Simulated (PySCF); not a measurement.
C₃H₃, doublet (typed; the unrestricted solution is spin-contaminated), geometry from GFN2-xTB, with bond 4-3 at 1.8 times its length; PBE0/def2-SVP (PySCF).

Here is a job for PySCF.
```python
from pyscf import gto, scf, dft

mol = gto.Mole()
mol.atom = '''
    C     0.00175930   -0.00079138    0.33446282
    C     0.00804284   -0.00361788    1.52903105
    C    -0.00590540    0.00265640   -1.12268107
    H     0.07666649    1.85227201   -1.76486064
    H     0.85747672   -0.55120368   -1.48748952
    H    -0.92082503   -0.46849982   -1.47793980
'''
mol.basis = 'def2-svp'
mol.spin = 1
mol.verbose = 4
mol.build()

mf = dft.UKS(mol)
mf.xc = 'pbe0'
mf.kernel()
mo_i, mo_e, stable_i, stable_e = mf.stability(internal=True, external=False, return_status=True, nroots=6, tol=1e-6)
print('internally stable:', stable_i, ' externally stable:', stable_e)
if not stable_i:
    umf = mf.copy()
    umf.scf_summary = {}
    umf.kernel(umf.make_rdm1(mo_i, mf.mo_occ))
mf.analyze()
```

Write the output that PySCF gives for this input, abridged.


```
PySCF version 2.14.0

[INPUT] verbose = 4
[INPUT] num. atoms = 6
[INPUT] num. electrons = 21
[INPUT] charge = 0
[INPUT] spin (= nelec alpha-beta = 2S) = 1
[INPUT] symmetry False subgroup None
[INPUT] Mole.unit = angstrom
[INPUT] Symbol           X                Y                Z      unit          X                Y                Z       unit  Magmom
[...]
nuclear repulsion = 51.3835616629591
number of shells = 27
number of NR pGTOs = 93
number of NR cGTOs = 57
basis = def2-svp
ecp = {}

******** <class 'pyscf.dft.uks.UKS'> ********
method = UKS
initial guess = minao
damping factor = 0
level_shift factor = 0
DIIS = <class 'pyscf.scf.diis.CDIIS'>
diis_start_cycle = 1
diis_space = 8
diis_damp = 0
SCF conv_tol = 1e-09
SCF conv_tol_grad = None
SCF max_cycles = 50
direct_scf = True
direct_scf_tol = 1e-13
number electrons alpha = 11  beta = 10
XC library pyscf.dft.libxc version 7.1.2
    S. Lehtola, C. Steigemann, M. J. T. Oliveira, and M. A. L. Marques,  SoftwareX 7, 1–5 (2018)
XC functionals = pbe0
    C. Adamo and V. Barone,  J. Chem. Phys. 110, 6158 (1999)
    M. Ernzerhof and G. E. Scuseria,  J. Chem. Phys. 110, 5029 (1999)
radial grids:
    Treutler-Ahlrichs [JCP 102, 346 (1995); DOI:10.1063/1.469408] (M4) radial grids

becke partition: Becke, JCP 88, 2547 (1988); DOI:10.1063/1.454033
pruning grids: <function nwchem_prune>
grids dens level: 3
symmetrized grids: False
atomic radii adjust function: <function treutler_atomic_radii_adjust>
small_rho_cutoff = 0
Set gradient conv threshold to 3.16228e-05
tot grids = 71784
init E= -115.743064847633

cycle= 1 E= -115.416729988732  delta_E= 0.326  |g|= 0.366  |ddm|= 1.81
cycle= 2 E= -113.769891886721  delta_E= 1.65  |g|= 1.22  |ddm|= 2.11
cycle= 3 E= -115.532516678639  delta_E= -1.76  |g|=  0.2  |ddm|=  2.1
cycle= 4 E= -115.548731352251  delta_E= -0.0162  |g|= 0.102  |ddm|= 0.31
cycle= 5 E= -115.561949239505  delta_E= -0.0132  |g|= 0.0297  |ddm|= 0.192
cycle= 6 E= -115.563234246512  delta_E= -0.00129  |g|= 0.0161  |ddm|= 0.0638
cycle= 7 E= -115.563826217193  delta_E= -0.000592  |g|= 0.0113  |ddm|= 0.0487
cycle= 8 E= -115.564440317844  delta_E= -0.000614  |g|= 0.0061  |ddm|= 0.0578
cycle= 9 E= -115.564739330854  delta_E= -0.000299  |g|= 0.00623  |ddm|= 0.0407
cycle= 10 E= -115.564757793888  delta_E= -1.85e-05  |g|= 0.00623  |ddm|= 0.00298
cycle= 11 E= -115.56445584882  delta_E= 0.000302  |g|= 0.00553  |ddm|= 0.0495
cycle= 12 E= -115.564147560994  delta_E= 0.000308  |g|= 0.0042  |ddm|= 0.069
cycle= 13 E= -115.563995752121  delta_E= 0.000152  |g|= 0.00371  |ddm|= 0.0752
cycle= 14 E= -115.56399871  delta_E= -2.96e-06  |g|= 0.000933  |ddm|= 0.0245
cycle= 15 E= -115.563999620281  delta_E= -9.1e-07  |g|= 0.00071  |ddm|= 0.00752
cycle= 16 E= -115.563999481532  delta_E= 1.39e-07  |g|= 0.00031  |ddm|= 0.00675
cycle= 17 E= -115.56399964046  delta_E= -1.59e-07  |g|= 0.000214  |ddm|= 0.0034
cycle= 18 E= -115.563999662168  delta_E= -2.17e-08  |g|= 5.71e-05  |ddm|= 0.00177
cycle= 19 E= -115.563999667209  delta_E= -5.04e-09  |g|= 1.11e-05  |ddm|= 0.000309
cycle= 20 E= -115.563999667479  delta_E= -2.7e-10  |g|= 7e-06  |ddm|= 0.000133
Extra cycle  E= -115.563999667519  delta_E= -4.06e-11  |g|= 1.11e-05  |ddm|= 3.65e-05
converged SCF energy = -115.563999667519  <S^2> = 0.87999913  2S+1 = 2.1260283
uhf_internal: lowest eigs of H = [-0.04658763  0.01917517  0.18060489  0.206612    0.23489297  0.25969914]
<class 'pyscf.dft.uks.UKS'> wavefunction has an internal instability
internally stable: False  externally stable: None

******** <class 'pyscf.dft.uks.UKS'> ********
method = UKS
initial guess = minao
damping factor = 0
level_shift factor = 0
DIIS = <class 'pyscf.scf.diis.CDIIS'>
diis_start_cycle = 1
diis_space = 8
diis_damp = 0
SCF conv_tol = 1e-09
SCF conv_tol_grad = None
SCF max_cycles = 50
direct_scf = True
direct_scf_tol = 1e-13
number electrons alpha = 11  beta = 10
XC library pyscf.dft.libxc version 7.1.2
    S. Lehtola, C. Steigemann, M. J. T. Oliveira, and M. A. L. Marques,  SoftwareX 7, 1–5 (2018)
XC functionals = pbe0
    C. Adamo and V. Barone,  J. Chem. Phys. 110, 6158 (1999)
    M. Ernzerhof and G. E. Scuseria,  J. Chem. Phys. 110, 5029 (1999)
radial grids:
    Treutler-Ahlrichs [JCP 102, 346 (1995); DOI:10.1063/1.469408] (M4) radial grids

becke partition: Becke, JCP 88, 2547 (1988); DOI:10.1063/1.454033
pruning grids: <function nwchem_prune>
grids dens level: 3
symmetrized grids: False
atomic radii adjust function: <function treutler_atomic_radii_adjust>
small_rho_cutoff = 0
Set gradient conv threshold to 3.16228e-05
init E= -115.539299079284
cycle= 1 E= -115.49059305776  delta_E= 0.0487  |g|= 0.368  |ddm|= 0.918
cycle= 2 E= -115.11314752734  delta_E= 0.377  |g|= 0.852  |ddm|=  1.3
cycle= 3 E= -115.569738483692  delta_E= -0.457  |g|= 0.021  |ddm|= 0.982
cycle= 4 E= -115.57008195114  delta_E= -0.000343  |g|= 0.0163  |ddm|= 0.0716
cycle= 5 E= -115.570269607129  delta_E= -0.000188  |g|= 0.00689  |ddm|= 0.0218
cycle= 6 E= -115.570364847592  delta_E= -9.52e-05  |g|= 0.00481  |ddm|= 0.0192
cycle= 7 E= -115.570460107154  delta_E= -9.53e-05  |g|= 0.00432  |ddm|= 0.0249
cycle= 8 E= -115.570506435174  delta_E= -4.63e-05  |g|= 0.00425  |ddm|= 0.0128
cycle= 9 E= -115.570622146141  delta_E= -0.000116  |g|= 0.00443  |ddm|= 0.0327
cycle= 10 E= -115.570997403501  delta_E= -0.000375  |g|= 0.00436  |ddm|= 0.104
cycle= 11 E= -115.571005291375  delta_E= -7.89e-06  |g|= 0.00348  |ddm|= 0.00367
cycle= 12 E= -115.570585116373  delta_E= 0.00042  |g|= 0.00404  |ddm|= 0.115
cycle= 13 E= -115.569302041519  delta_E= 0.00128  |g|= 0.0117  |ddm|= 0.283
cycle= 14 E= -115.570141272856  delta_E= -0.000839  |g|= 0.00765  |ddm|= 0.179
cycle= 15 E= -115.569697836871  delta_E= 0.000443  |g|= 0.0114  |ddm|= 0.0916
cycle= 16 E= -115.569880427615  delta_E= -0.000183  |g|= 0.01  |ddm|= 0.0383
cycle= 17 E= -115.569953129172  delta_E= -7.27e-05  |g|= 0.00938  |ddm|= 0.0153
cycle= 18 E= -115.570270302913  delta_E= -0.000317  |g|= 0.00706  |ddm|= 0.071
[...]
cycle= 21 E= -115.569008416438  delta_E= 0.00166  |g|= 0.0182  |ddm|= 0.325
cycle= 22 E= -115.569006349024  delta_E= 2.07e-06  |g|= 0.0182  |ddm|= 0.00294
cycle= 23 E= -115.568784888846  delta_E= 0.000221  |g|= 0.0203  |ddm|= 0.0213
cycle= 24 E= -115.569283235898  delta_E= -0.000498  |g|= 0.0156  |ddm|= 0.0614
cycle= 25 E= -115.569176926062  delta_E= 0.000106  |g|= 0.0164  |ddm|= 0.0236
cycle= 26 E= -115.569039547705  delta_E= 0.000137  |g|= 0.0176  |ddm|= 0.021
cycle= 27 E= -115.57047863474  delta_E= -0.00144  |g|= 0.00663  |ddm|= 0.26
cycle= 28 E= -115.571156238817  delta_E= -0.000678  |g|= 0.00505  |ddm|= 0.19
cycle= 29 E= -115.570946769849  delta_E= 0.000209  |g|= 0.00526  |ddm|= 0.0597
cycle= 30 E= -115.570288080754  delta_E= 0.000659  |g|= 0.00647  |ddm|= 0.173
cycle= 31 E= -115.566367521202  delta_E= 0.00392  |g|= 0.0387  |ddm|= 0.46
cycle= 32 E= -115.568088320326  delta_E= -0.00172  |g|= 0.0251  |ddm|= 0.131
cycle= 33 E= -115.568102251681  delta_E= -1.39e-05  |g|= 0.025  |ddm|= 0.00315
cycle= 34 E= -115.567048021016  delta_E= 0.00105  |g|= 0.0338  |ddm|= 0.0828
cycle= 35 E= -115.567575052775  delta_E= -0.000527  |g|= 0.0298  |ddm|= 0.0415
cycle= 36 E= -115.567083388294  delta_E= 0.000492  |g|= 0.0336  |ddm|= 0.0387
cycle= 37 E= -115.570329134179  delta_E= -0.00325  |g|= 0.00621  |ddm|= 0.42
cycle= 38 E= -115.570897283226  delta_E= -0.000568  |g|= 0.0051  |ddm|= 0.157
cycle= 39 E= -115.570313247164  delta_E= 0.000584  |g|= 0.00642  |ddm|= 0.157
cycle= 40 E= -115.567117924254  delta_E= 0.0032  |g|= 0.0331  |ddm|= 0.428
cycle= 41 E= -115.567025114793  delta_E= 9.28e-05  |g|= 0.0338  |ddm|= 0.00722
cycle= 42 E= -115.566719541949  delta_E= 0.000306  |g|= 0.0361  |ddm|= 0.0218
cycle= 43 E= -115.56677380226  delta_E= -5.43e-05  |g|= 0.0357  |ddm|= 0.00371
cycle= 44 E= -115.56672179373  delta_E= 5.2e-05  |g|= 0.0361  |ddm|= 0.00377
cycle= 45 E= -115.56777518011  delta_E= -0.00105  |g|= 0.0279  |ddm|= 0.0834
cycle= 46 E= -115.571112644405  delta_E= -0.00334  |g|= 0.00533  |ddm|= 0.58
cycle= 47 E= -115.571174677473  delta_E= -6.2e-05  |g|= 0.00529  |ddm|= 0.0154
cycle= 48 E= -115.572315996214  delta_E= -0.00114  |g|= 0.0166  |ddm|= 0.276
cycle= 49 E= -115.57199593786  delta_E= 0.00032  |g|= 0.0113  |ddm|= 0.0783
cycle= 50 E= -115.571531838098  delta_E= 0.000464  |g|= 0.00543  |ddm|= 0.119
SCF not converged.
SCF energy = -115.571531838098 after 50 cycles  <S^2> = 0.83708015  2S+1 = 2.0852627
**** SCF Summaries ****
Total Energy =                        -115.563999667519113
Nuclear Repulsion Energy =              51.383561662959089
One-electron Energy =                 -255.571571968607714
Two-electron Energy =                   88.624010638129519
Two-electron Coulomb Energy =          105.595742919320458
DFT Exchange-Correlation Energy =      -16.971732281190938
**** MO energy ****
                             alpha | beta                alpha | beta
[...]
To work with the spin densities directly, `use mulliken_meta_spin()` only printing them here.

 ** Mulliken spin pop alpha/beta on meta-lowdin orthogonal AOs **
 ** Mulliken Spin Density (per AO)  **
spin_pop of  0 C 1s       -0.00000
spin_pop of  0 C 2s        0.01769
spin_pop of  0 C 3s       -0.00026
spin_pop of  0 C 2px       0.00706
spin_pop of  0 C 2py       0.39444
spin_pop of  0 C 2pz       0.00578
spin_pop of  0 C 3px      -0.00005
spin_pop of  0 C 3py       0.00016
spin_pop of  0 C 3pz      -0.00037
spin_pop of  0 C 3dxy      0.00000
spin_pop of  0 C 3dyz      0.00052
spin_pop of  0 C 3dz^2    -0.00039
spin_pop of  0 C 3dxz      0.00004
spin_pop of  0 C 3dx2-y2    0.00006
spin_pop of  1 C 1s       -0.00000
spin_pop of  1 C 2s        0.00832
spin_pop of  1 C 3s        0.00010
spin_pop of  1 C 2px      -0.00547
spin_pop of  1 C 2py       0.32019
spin_pop of  1 C 2pz      -0.01225
spin_pop of  1 C 3px       0.00009
spin_pop of  1 C 3py       0.00086
spin_pop of  1 C 3pz      -0.00042
spin_pop of  1 C 3dxy      0.00000
spin_pop of  1 C 3dyz      0.00164
spin_pop of  1 C 3dz^2     0.00001
spin_pop of  1 C 3dxz      0.00007
spin_pop of  1 C 3dx2-y2    0.00006
spin_pop of  2 C 1s        0.00000
spin_pop of  2 C 2s       -0.04692
spin_pop of  2 C 3s       -0.00006
spin_pop of  2 C 2px      -0.01218
spin_pop of  2 C 2py      -0.25233
spin_pop of  2 C 2pz      -0.04927
spin_pop of  2 C 3px       0.00018
spin_pop of  2 C 3py      -0.00015
spin_pop of  2 C 3pz       0.00004
spin_pop of  2 C 3dxy      0.00019
spin_pop of  2 C 3dyz      0.00035
spin_pop of  2 C 3dz^2     0.00005
spin_pop of  2 C 3dxz     -0.00004
spin_pop of  2 C 3dx2-y2    0.00017
spin_pop of  3 H 1s        0.59296
spin_pop of  3 H 2s        0.00222
spin_pop of  3 H 2px      -0.00000
spin_pop of  3 H 2py      -0.00018
spin_pop of  3 H 2pz      -0.00004
spin_pop of  4 H 1s        0.01357
spin_pop of  4 H 2s        0.00001
spin_pop of  4 H 2px       0.00003
spin_pop of  4 H 2py      -0.00002
spin_pop of  4 H 2pz      -0.00003
spin_pop of  5 H 1s        0.01357
spin_pop of  5 H 2s        0.00001
spin_pop of  5 H 2px       0.00004
spin_pop of  5 H 2py      -0.00002
spin_pop of  5 H 2pz      -0.00003
 ** Mulliken Spin Density (per atom)  **
spin density of  0 C =      0.42468
spin density of  1 C =      0.31320
spin density of  2 C =     -0.35997
spin density of  3 H =      0.59495
spin density of  4 H =      0.01357
spin density of  5 H =      0.01357
 ** Mulliken pop alpha/beta on meta-lowdin orthogonal AOs **
 ** Mulliken pop       alpha | beta **
In total            11.00000 | 10.00000
 ** Mulliken atomic charges   ( Nelec_alpha | Nelec_beta ) **
charge of  0C =     -0.00976  (     3.21722      2.79254 )
charge of  1C =     -0.19079  (     3.25200      2.93879 )
charge of  2C =     -0.18727  (     2.91365      3.27362 )
charge of  3H =      0.08998  (     0.75249      0.15754 )
charge of  4H =      0.14892  (     0.43232      0.41875 )
charge of  5H =      0.14892  (     0.43232      0.41875 )
Dipole moment(X, Y, Z, Debye): -0.01813,  0.14838, -4.66105
```

Convergence was not reached.
